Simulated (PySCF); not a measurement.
lanthanum atom (La), doublet (typed; the unrestricted solution is spin-contaminated) (core potentials on La). Base run: PBE0/def2-SV(P) in PySCF.

Input for PySCF:
```python
from pyscf import gto, scf, dft

mol = gto.Mole()
mol.atom = '''
    La    0.00000000    0.00000000    0.00000000
'''
mol.basis = 'def2-sv(p)'
mol.ecp = {'La': 'def2-sv(p)'}
mol.spin = 1
mol.verbose = 4
mol.build()

mf = dft.UKS(mol)
mf.xc = 'pbe0'
mf.kernel()
mf.analyze()
```

Variants of this job, named by their change:

```csv
change,basis functions,E (Eh),HOMO (eV),outcome
base,25,-31.47042,-4.03,converged
basis = x2c-SVPall; relativity = spin-free X2C (without mol.ecp = {'La': 'def2-sv(p)'}),66,-8492.15224,-4.05,converged
basis = ANO-RCC-VDZP; relativity = spin-free X2C (without mol.ecp = {'La': 'def2-sv(p)'}),68,-8492.18647,-4.02,converged
basis = x2c-SVPall; relativity = spin-free X2C; nucleus = Gaussian (with mol.nucmod = 'G'; without mol.ecp = {'La': 'def2-sv(p)'}),66,-8491.84599,-4.05,converged
basis = Sapporo-DKH3-DZP-2012; relativity = spin-free X2C; nucleus = Gaussian (with mol.nucmod = 'G'; without mol.ecp = {'La': 'def2-sv(p)'}),97,-8491.65875,-3.99,converged
basis = Sapporo-DKH3-DZP-2012; relativity = none (without mol.ecp = {'La': 'def2-sv(p)'}),97,-,-,not converged
basis = ANO-RCC-VDZP; relativity = spin-free X2C; nucleus = Gaussian (with mol.nucmod = 'G'; without mol.ecp = {'La': 'def2-sv(p)'}),68,-8491.80240,-4.02,converged
basis = Sapporo-DKH3-DZP-2012; relativity = spin-free X2C (without mol.ecp = {'La': 'def2-sv(p)'}),97,-8492.00265,-3.98,converged
basis = x2c-SVPall; relativity = none (without mol.ecp = {'La': 'def2-sv(p)'}),66,-,-,not converged
basis = ANO-RCC-VDZP; relativity = none (without mol.ecp = {'La': 'def2-sv(p)'}),68,-7841.67406,-3.83,converged
```

Totals shift with the method and basis; they matter in differences.

Open shells are given as the SCF converged; they aren't shown to be the lowest states, and a large step between rows can be another state.

Basis sets contracted for a relativistic Hamiltonian are a mismatch without it, so the rows without relativity aren't non-relativistic limits. No row has spin-orbit coupling; sets with core potentials leave out the core electrons.
